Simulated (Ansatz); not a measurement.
`C[Si](C)(C)[Ga]([Cl])[Cl]` and `C[Si](C)(C)[Al]([F])[F]` differ in one atom or group.

Ansatz, PBE0-D4/def2-TZVP geometries, multiplicity 1. Each molecule was computed in one conformer, which needn't be the lowest.

Scalar relativity is left out up to krypton.

```tsv
property	`C[Si](C)(C)[Ga]([Cl])[Cl]`
HOMO–LUMO gap (PBE0/def2-TZVPP) / eV	6.00
HOMO–LUMO gap (B3LYP/def2-TZVPP) / eV	5.59
HOMO energy (ωB97M-V/def2-TZVPP) / eV	-9.66
HOMO–LUMO gap (ωB97M-V/def2-TZVPP) / eV	9.70
HOMO–LUMO gap (PBE/def2-TZVPP) / eV	4.16
size of the dipole moment (ωB97M-V/def2-TZVPP) / D	4.50
```

Q: Give the same properties after the change, and the shifts. (Best estimate.)

A: Ansatz gave: 
```
                                          property  `C[Si](C)(C)[Al]([F])[F]`  shift
              HOMO–LUMO gap (PBE0/def2-TZVPP) / eV                       6.57   0.57
             HOMO–LUMO gap (B3LYP/def2-TZVPP) / eV                       6.21   0.62
             HOMO energy (ωB97M-V/def2-TZVPP) / eV                      -9.68  -0.02
           HOMO–LUMO gap (ωB97M-V/def2-TZVPP) / eV                      10.21   0.51
               HOMO–LUMO gap (PBE/def2-TZVPP) / eV                       4.70   0.54
size of the dipole moment (ωB97M-V/def2-TZVPP) / D                       3.17  -1.33
```

Dipoles are sizes alone; their direction can turn.

B3LYP here is the variant with VWN-RPA as its local correlation; programs differ in this.
